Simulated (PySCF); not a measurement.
SiFClBr2, SMILES F[Si](Cl)(Br)Br. Geometry optimised at B3LYP-D3(BJ)/def2-SVP.

Computed equilibrium geometry at B3LYP-D3(BJ)/def2-SVP (PySCF confirms it by a frequency run) as a Z-matrix, and its point group:
point group Cs.
```
Si
F 1 1.6103
Cl 1 2.0434 2 107.84
Br 1 2.2019 2 108.19 3 119.77
Br 1 2.2019 2 108.19 3 -119.77
```
